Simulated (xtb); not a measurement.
H4NSi (SMILES [NH][SiH3]), doublet, at a GFN2-xTB geometry; GFN1-xTB (xtb).

Here is a job for xtb.
```
$ xtb mol.xyz --gfn 1 --uhf 1 --hess --json

# file mol.xyz
6

N      1.07284404    -0.47233394    -0.03757332
Si    -0.46623376     0.17659403     0.02505938
H      1.90814349     0.00985181    -0.32564380
H     -0.91969709    -0.03779712     1.41254787
H     -1.29533293    -0.71428448    -0.80899513
H     -0.67574904     1.57625096    -0.36572701
```

**Question.** Write the output that xtb gives for this input, abridged.

**Answer.** 
```
   ID    Z sym.   atoms
    1    7 N      1
    2   14 Si     2
    3    1 H      3-6

           -------------------------------------------------
          |                Calculation Setup                |
           -------------------------------------------------

           -------------------------------------------------
          |                 G F N 1 - x T B                 |
           -------------------------------------------------

          ...................................................
          :                      SETUP                      :
          :.................................................:
          :  # basis functions                  22          :
          :  # atomic orbitals                  21          :
          :  # shells                           13          :
          :  # electrons                        13          :
          :  # halogen bonds                     0          :
          :  max. iterations                   250          :
          :  Hamiltonian                  GFN1-xTB          :
          :  restarted?                      false          :
          :  GBSA solvation                  false          :
          :  PC potential                    false          :
          :  electronic temp.          300.0000000     K    :
          :  accuracy                    1.0000000          :
          :  -> integral cutoff          0.2500000E+02      :
          :  -> integral neglect         0.1000000E-07      :
          :  -> SCF convergence          0.1000000E-05 Eh   :
          :  -> wf. convergence          0.2000000E-04 e    :
          :  Broyden damping             0.4000000          :
          :  net charge                          0          :
          :  unpaired electrons                  1          :
          ...................................................

 iter      E             dE          RMSdq      gap      omega  full diag
   1     -7.1883667 -0.718837E+01  0.563E+00    5.95       0.0  T
   2     -7.2232078 -0.348411E-01  0.355E+00    7.03       1.0  T
   3     -7.2235940 -0.386221E-03  0.157E+00    6.45       1.0  T
   4     -7.2285914 -0.499733E-02  0.427E-01    6.81       1.0  T
   5     -7.2292142 -0.622785E-03  0.173E-01    6.72       1.0  T
   6     -7.2293528 -0.138606E-03  0.871E-02    6.73       1.0  T
   7     -7.2293996 -0.468491E-04  0.627E-03    6.75       6.5  T
   8     -7.2293998 -0.209177E-06  0.132E-03    6.75      30.9  T
   9     -7.2293998 -0.818933E-08  0.249E-04    6.75     163.7  T
  10     -7.2293998 -0.306630E-09  0.146E-04    6.75     280.2  T
  11     -7.2293998 -0.115445E-09  0.477E-05    6.75     856.5  T

   *** convergence criteria satisfied after 11 iterations ***

         :::::::::::::::::::::::::::::::::::::::::::::::::::::
         ::                     SUMMARY                     ::
         :::::::::::::::::::::::::::::::::::::::::::::::::::::
         :: total energy              -7.164598143791 Eh    ::
         :: gradient norm              0.025058567861 Eh/a0 ::
         :: HOMO-LUMO gap              6.751204947560 eV    ::
         ::.................................................::
         :: SCC energy                -7.229399828655 Eh    ::
         :: -> electrostatic           0.014001711632 Eh    ::
         :: repulsion energy           0.065949801203 Eh    ::
         :: dispersion energy         -0.001148116339 Eh    ::
         :: halogen bond corr.         0.000000000000 Eh    ::
         :: add. restraining           0.000000000000 Eh    ::
         :: total charge              -0.000000000000 e     ::
         :::::::::::::::::::::::::::::::::::::::::::::::::::::

           -------------------------------------------------
          |                Numerical Hessian                |
           -------------------------------------------------
step length          :   0.00500
SCC accuracy         :   0.30000
Hessian scale factor :   1.00000
[...]
   9:319.68  10:315.19  11: 64.19  12:144.88  13:284.77  14: 57.01  15:133.36  16: 85.11
  17:244.72  18:  2.92
 Raman intensities (Ä⁴*amu⁻¹)
   1:  0.00   2:  0.00   3:  0.00   4:  0.00   5:  0.00   6:  0.00   7:  0.00   8:  0.00
   9:  0.00  10:  0.00  11:  0.00  12:  0.00  13:  0.00  14:  0.00  15:  0.00  16:  0.00
  17:  0.00  18:  0.00
 output can be read by thermo (or use thermo option).
 writing <g98.out> molden fake output.
 recommended (thermochemical) frequency scaling factor: 1.0
           -------------------------------------------------
          |             Thermodynamic Functions             |
           -------------------------------------------------

cs  symmetry found (for desy threshold:  0.10E+00) used in thermo

          ...................................................
          :                      SETUP                      :
          :.................................................:
          :  # frequencies                          12      :
          :  # imaginary freq.                       0      :
          :  linear?                             false      :
          :  only rotor calc.                    false      :
          :  symmetry                               cs      :
          :  rotational number                       1      :
          :  scaling factor                  1.0000000      :
          :  rotor cutoff                   50.0000000 cm⁻¹ :
          :  imag. cutoff                  -20.0000000 cm⁻¹ :
          :.................................................:

    mode    ω/cm⁻¹     T·S(HO)/kcal·mol⁻¹    T·S(FR)/kcal·mol⁻¹   T·S(vib)
   ------------------------------------------------------------------------
       1    238.02    -0.54192 ( 99.81%)    -0.59350 (  0.19%)    -0.54202
   ------------------------------------------------------------------------

   temp. (K)  partition function   enthalpy   heat capacity  entropy
                                   cal/mol     cal/K/mol   cal/K/mol   J/K/mol
 298.15  VIB   1.97                  836.219      7.419      4.151
         ROT  0.686E+04              888.752      2.981     20.535
         INT  0.135E+05             1724.971     10.400     24.686
         TR   0.303E+27             1481.254      4.968     37.394
         TOT                        3206.2249    15.3684    62.0807   259.7457

       T/K    H(0)-H(T)+PV         H(T)/Eh          T*S/Eh         G(T)/Eh
   ------------------------------------------------------------------------
    298.15    0.510944E-02    0.394845E-01    0.294965E-01    0.998798E-02
   ------------------------------------------------------------------------

         :::::::::::::::::::::::::::::::::::::::::::::::::::::
         ::                  THERMODYNAMIC                  ::
         :::::::::::::::::::::::::::::::::::::::::::::::::::::
         :: total free energy          -7.154610160306 Eh   ::
         ::.................................................::
         :: total energy               -7.164598143805 Eh   ::
         :: zero point energy           0.034375084931 Eh   ::
         :: G(RRHO) w/o ZPVE           -0.024387101431 Eh   ::
         :: G(RRHO) contrib.            0.009987983499 Eh   ::
         :::::::::::::::::::::::::::::::::::::::::::::::::::::

           -------------------------------------------------
          | TOTAL ENERGY               -7.164598143805 Eh   |
          | TOTAL ENTHALPY             -7.125113614206 Eh   |
          | TOTAL FREE ENERGY          -7.154610160306 Eh   |
          | GRADIENT NORM               0.025058521458 Eh/α |
          | HOMO-LUMO GAP               6.751195887183 eV   |
           -------------------------------------------------
########################################################################
[WARNING] Runtime exception occurred
-1- hessian_numhess: Hessian on incompletely optimized geometry!
########################################################################

normal termination of xtb
```
